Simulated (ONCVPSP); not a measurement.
# Mo, ONCV: configuration errors across variants

| Property | Result |
| --- | --- |
| Element | molybdenum |
| Generator | ONCVPSP 4.0.1 |
| Type | optimised norm-conserving Vanderbilt (ONCV) |
| Functional | LDA (Perdew-Zunger) |
| Relativity | scalar-relativistic |
| Frozen core | [Ar] 3d10 |
| Valence charge | 14 |
| Reference configuration | 4s2 4p6 4d4 5s2 |
| Partial waves | 4s+5s: rc 1.65 bohr, ncon 3, nbas 7, qcut 8.3 1/bohr, 3 projectors, debl 1.1 Ha; 4p: rc 1.75 bohr, ncon 3, nbas 6, qcut 6.8 1/bohr, 1 projector; 4d: rc 2.65 bohr, ncon 3, nbas 7, qcut 7.2 1/bohr, 2 projectors, debl 0.3 Ha |
| Local potential | polynomial inside 1.60 bohr (lpopt 5, dvloc0 0 Ha) |
| Core correction | Teter function fitted to the true core (icmod 2), fcfact 0.3 |

All-electron excitation energies from the reference (eV): (1) 4s2 4p6 4d5 5s1 -0.139; (2) 4s2 4p6 4d5 5s0 7.047; (3) 4s2 4p6 4d4 5s0 22.750; (4) 4s2 4p6 4d5.5 5s0.5 0.171.

Errors AE − PS in meV (a dash: test not solved or not reliable):

```csv
change,(1),(2),(3),(4),bound ghosts,GHOST(+) flags above zero
base,+8.3,+15,-3.6,+16,none,s
p: nproj 2,+8.2,+15,-3.6,+16,none,s
d: rc 3.28,+36,+61,-6.5,+71,none,s
d: debl 3,+8.4,+15,-3.5,+17,none,s
d: qcut 8.8,+4.5,+8.4,-3.9,+9.0,none,s
d: qcut 6.2,+16,+28,-3.4,+30,none,s
"s: ncon 4, nbas 8",+8.4,+15,-3.5,+16,none,none
"core correction Teter function fitted to the true core (icmod 2), fcfact 0.22",+8.3,+15,-3.6,+16,none,s
s: rc 1.78,+8.0,+14,-4.3,+16,none,s
```

(1) Give the same row for: s: qcut 6; p: qcut 4.9; d: qcut 5.2.

## Answers

(1) +30, +51, -8.5, +59; bound ghosts: none; GHOST(+) flags above zero: s.
